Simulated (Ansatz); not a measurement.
Mulliken charges of `C[S][Mg][Br]` from PBE/def2-TZVPP in Ansatz (PBE0-D4/def2-TZVP geometry).

| atom | x (Å) | y (Å) | z (Å) | charge (e) |
| --- | --- | --- | --- | --- |
| C1 | -0.320 | 1.214 | -0.052 | -0.273 |
| S2 | 0.708 | 0.270 | 1.127 | -0.370 |
| Mg3 | 0.659 | -1.846 | 0.292 | 0.695 |
| Br4 | 0.596 | -4.008 | -0.580 | -0.419 |
| H5 | -1.346 | 0.847 | -0.084 | 0.123 |
| H6 | -0.339 | 2.244 | 0.306 | 0.121 |
| H7 | 0.104 | 1.211 | -1.055 | 0.123 |

Problem. By hand: the dipole of these point charges (1 e Å = 4.8032 D).

Solution. Σ q r = (-0.160, 0.490, -0.060) e Å, of length 0.519 e Å = 2.49 D.

Problem. How does the dipole of the full density compare? (An estimate is asked.)

Solution. Computed: (-0.139, 0.300, -0.098) e Å, 1.66 D; the point charges give 1.50 times that, at 12° from its direction.

Point charges leave out the atoms' own dipoles, such as those of lone pairs, and Mulliken's split depends on the basis, so the two needn't agree.
